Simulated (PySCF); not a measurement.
CH3Te, SMILES [Te]C (connectivity only; charge and spin as stated), charge +1, multiplicity 1.

The structure is a stationary point at B3LYP-D3(BJ)/def2-TZVP. The spin state was assumed, not searched. The isomer is the one that the SMILES or the coordinates give; other isomers of the formula were not compared. The def2 effective core potentials stand for the cores of Te; spin–orbit coupling is left out.

All values below come from PBE0/def2-TZVPD (PySCF).

Symmetry labels are those of the subgroup Cs that the program uses (full group Cs).

Computed valence orbital energies around the gap with their symmetry:
```json
[
 {"orbital": "HOMO−7", "symmetry": "A\"", "energy (eV)": "-51.66"},
 {"orbital": "HOMO−6", "symmetry": "A'", "energy (eV)": "-51.65"},
 {"orbital": "HOMO−5", "symmetry": "A'", "energy (eV)": "-26.94"},
 {"orbital": "HOMO−4", "symmetry": "A'", "energy (eV)": "-23.07"},
 {"orbital": "HOMO−3", "symmetry": "A\"", "energy (eV)": "-18.14"},
 {"orbital": "HOMO−2", "symmetry": "A'", "energy (eV)": "-17.96"},
 {"orbital": "HOMO−1", "symmetry": "A'", "energy (eV)": "-15.86"},
 {"orbital": "HOMO", "symmetry": "A\"", "energy (eV)": "-12.98"},
 {"orbital": "LUMO", "symmetry": "A'", "energy (eV)": "-11.71"},
 {"orbital": "LUMO+1", "symmetry": "A'", "energy (eV)": "-6.18"},
 {"orbital": "LUMO+2", "symmetry": "A'", "energy (eV)": "-4.23"},
 {"orbital": "LUMO+3", "symmetry": "A'", "energy (eV)": "-3.15"}
]
```
